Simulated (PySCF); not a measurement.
**State search for NaCa**

Unrestricted PBE0; basis Na x2c-TZVPall, Ca x2c-TZVPall; spin-free X2C with a Gaussian nucleus; PySCF 2.14. Outer shells of the fragments: Na 3s1; Ca 4s2.

Followed along the bond (rough minima from three points):

```
2Ms+1   unpaired  ⟨S²⟩ at the start  R at minimum (Å)  Te (eV)
    2        σ ↑               0.77              3.70     0.00
    2        π ↑               0.81              3.20     0.88
    4  σ ↑↑, π ↑               3.75              3.60     1.65
```

Solutions found at the starting distance of 3.165 Å, counted from the lowest of them; the search is not exhaustive and high or unbound solutions are not listed, so other states can lie among these:

```csv
2Ms+1,unpaired,term,E (eV),⟨S²⟩,⟨Lz²⟩,μ (D)
2,σ ↑,²Σ⁺,0.00,0.77,0.00,-1.05
2,π ↑,²Π,0.74,0.81,1.03,-1.31
4,"σ ↑↑, π ↑",⁴Π,1.60,3.75,1.01,-1.21
2,δ ↑,²Δ,1.68,0.83,4.00,-0.68
2,"σ ↑↑, π ↓",mixed,2.12,1.75,1.02,-1.14
4,σ ↑↑↑,⁴Σ⁺,2.33,3.75,0.00,3.24
4,"σ ↑, π ↑↑",⁴Σ⁻,2.34,3.75,0.00,0.33
4,"σ ↑↑, δ ↑",⁴Δ,2.59,3.75,4.00,-1.64
2,"σ ↑, π ↑↓",mixed,2.87,1.75,2.03,0.34
2,"σ ↑↑, δ ↓",mixed,2.91,1.75,4.00,-1.85
```

A term symbol is given only where ⟨S²⟩ and ⟨Lz²⟩ are close to those of a pure state; real π, δ and φ orbitals otherwise mix terms. A positive dipole means Na(−)Ca(+).

Problem. Compare the gap between the two lowest followed solutions at the starting distance with the gap between their minima.

Solution. At PBE0 the second solution (doublet, unpaired electrons π ↑) lies +0.74 eV from the first (doublet, unpaired electrons σ ↑) at 3.165 Å and +0.88 eV at the minima; the two curves relax by different amounts, since their minima lie near 3.20 and 3.70 Å.

Counting both spins, an empty level lies below a filled one in some of these solutions, because spin and occupation are held.
